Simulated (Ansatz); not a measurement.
```yaml
crystal:
  periodic: [false, false, false]
  atoms:
    - {symbol: B, position_ang: [-1.709346, 1.465805, -0.828296]}
    - {symbol: Si, position_ang: [-0.630270, 0.228226, 0.312262]}
    - {symbol: O, position_ang: [0.753682, -0.235757, -0.453759]}
    - {symbol: C, position_ang: [1.684156, -1.105786, 0.144204]}
    - {symbol: H, position_ang: [-1.379159, 1.807834, -1.924160]}
    - {symbol: H, position_ang: [-2.743411, 1.890395, -0.400223]}
    - {symbol: H, position_ang: [-0.295733, 0.894352, 1.611981]}
    - {symbol: H, position_ang: [-1.447497, -0.976566, 0.667053]}
    - {symbol: H, position_ang: [2.082839, -0.688948, 1.077090]}
    - {symbol: H, position_ang: [1.236893, -2.082631, 0.364690]}
    - {symbol: H, position_ang: [2.513145, -1.253923, -0.550240]}
basis:
  gaussian: {orbitals: x2c-TZVPPall}
total_charge: -1
magnetization: {spin_polarized: true, initial_magnetization: 1}
hamiltonian: {xc: {name: HF}}
correlation: {active_space: {window: {electrons: 6, orbitals: 2}}}
output: {forces: true}
```

```sh
$ ansatz run in.yaml --threads 2 --pin off --events-out ev --progress --plain --max-ram 4352MiB
```

Q: How does Ansatz answer? (Best estimate.)

A: Ansatz gave: The input was rejected before any iteration.
```
Error: invalid value for `correlation.active_space`: it starts from restricted Hartree–Fock orbitals; set hamiltonian.xc: hf without magnetization.spin_polarized
```
